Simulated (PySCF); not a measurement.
**Calculated NMR parameters of Cc1nnncc1C=O**

| Quantity | Value |
| --- | --- |
| Formula | C5H5N3O |
| SMILES | Cc1nnncc1C=O |
| InChI | InChI=1S/C5H5N3O/c1-4-5(3-9)2-6-8-7-4/h2-3H,1H3 |
| Point group of the computed structure | C1 |
| Degrees of unsaturation | 5 |
| Carbon signals | 5 |
| Proton signals | 3 |

Atoms are numbered as in `[CH3:1][c:2]1[n:3][n:4][n:5][cH:6][c:7]1[CH:8]=[O:9]`. Hydrogens are named by the atom that carries them.

[PySCF 2.14.0 with density-fitted response routines: NMR shieldings at PBE0/pcSseg-1/GIAO; GFN2-xTB geometry; non-relativistic Hamiltonian; averaged over atoms made equivalent by symmetry, fast rotation or ring inversion; single conformer; in vacuum]

Referencing at the same level of theory: ¹H and ¹³C vs TMS; ¹⁵N against NH3; ¹⁷O against H2O.

```tsv
carbon	δC, type	δH (multiplicity)	HMBC from (2–3 bonds)	span of the C tensor (ppm)
C1	26.4, CH3	3.34 (s)	–	30
C2	159.1, C	–	H(C8), H(C6), H(C1)	242
C6	151.5, CH	8.99 (s)	H(C8)	247
C7	120.5, C	–	H(C8), H(C6), H(C1)	221
C8	201.6, CH	10.62 (s)	H(C6)	185
```

Other nuclei:
```
atoms  nucleus                  environment  δ (ppm)  σ (ppm)
   N4      ¹⁵N  pyridine-type ring nitrogen    573.6   -305.9
   N3      ¹⁵N  pyridine-type ring nitrogen    445.2   -177.5
   N5      ¹⁵N  pyridine-type ring nitrogen    436.4   -168.6
   O9      ¹⁷O              aldehyde oxygen    751.1   -415.0
```

Carbon types of the structure: 2 × C, 2 × CH, 1 × CH3, which accounts for all hydrogens. δC 201.6: aldehyde carbonyl carbon; the double bond to the heteroatom, with no lone-pair donor beside it, deshields it most. δC 159.1: substituted aromatic carbon next to a ring nitrogen. δC 151.5: aromatic CH next to a ring nitrogen; the adjacent pyridine-type nitrogen withdraws density from it. δH 10.62: hydrogen on an aldehyde carbonyl carbon; deshielded by the polar, anisotropic C=O bond. δH 8.99: hydrogen on an aromatic CH next to a ring nitrogen; ring current plus the neighbouring ring nitrogen.

Shifts are as computed. Against solution values, carbons near 30 ppm lie about +3 ppm off and those near 130 ppm about +5 ppm. Of 1211 compounds with measured shifts, 218 miss one by over three times the rms of a fit or turn the order of signals round; such compounds aren't used in these exercises. Unscaled 17O shifts of doubly bonded oxygen tend to come out too high, by tens of ppm or more. Experimental scales use liquid or dissolved standards, which lie at an offset from isolated NH3 (liquid NH3: subtract about 20 ppm) and H2O (liquid H2O: subtract about 36 ppm). Unscaled 15N shifts of sp2 nitrogen come out 20 to 40 ppm too high even then. Multiplicities follow the n + 1 count of equivalent neighbours, as no J values were calculated; m marks all less simple cases, F and P coupling included.
